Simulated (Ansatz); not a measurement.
`FC(F)CC(F)F`, charge 0, multiplicity 1.

**Question.** Give a relaxed structure at PBE0-D4/def2-TZVP (the Gaussian-basis code of Ansatz). (Estimate.)

**Answer.** The calculation gave: 
```xyz
11

F     0.961   -1.593    1.529
C     0.118   -1.128    0.576
F    -1.146   -1.218    1.073
C     0.446    0.309    0.271
C    -0.458    0.893   -0.783
F    -0.111    2.182   -1.013
F    -0.301    0.215   -1.952
H     0.183   -1.791   -0.291
H     1.478    0.376   -0.080
H     0.349    0.891    1.190
H    -1.519    0.865   -0.521
```
Point group C2.
This is one stationary point; other conformers may exist.
